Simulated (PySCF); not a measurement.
## Shapes and spin states of Sc₂S

Computed with PySCF, PBE0, basis S def2-SVP, Sc def2-SVP (no relativity, density fitting).

Relaxations began from a few typed shapes and spin states; open shells are unrestricted. The search is not exhaustive: other isomers or separated fragments can lie lower, and high-lying points may rest on an excited occupation.

Question: Order these stationary points by electronic energy, lowest first, in kJ/mol from the lowest minimum.
A. singlet (closed shell, unstable to spin polarisation) D∞h: S–Sc 2.269 Å (×2); Sc–S–Sc 180.0°
B. quintet D∞h: S–Sc 2.358 Å (×2); Sc–S–Sc 180.0°
C. triplet C2v: Sc–Sc 2.892 Å, S–Sc 2.349 Å (×2); Sc–S–Sc 76.0°, S–Sc–Sc 52.0° (×2)
D. singlet C2v: Sc–Sc 3.368 Å, S–Sc 2.291 Å (×2); Sc–S–Sc 94.6°, S–Sc–Sc 42.7° (×2)
E. quintet C2v: S–Sc 2.371 Å (×2); Sc–S–Sc 102.9°

Answer: C (0.0), E (40.9), B (56.4), D (65.5), A (102.3).

Question: Which of them are minima?

Answer: By energy in kJ/mol, 0.0: minimum; 40.9: minimum; 56.4: saddle point, 2 imaginary modes; 65.5: minimum; 102.3: saddle point, 2 imaginary modes.

For the lowest minimum: with open d or f shells other occupations or spin states may lie lower.

The electron or spin density has lower symmetry than the nuclear frame for the quintet D∞h at 56.4 kJ/mol.
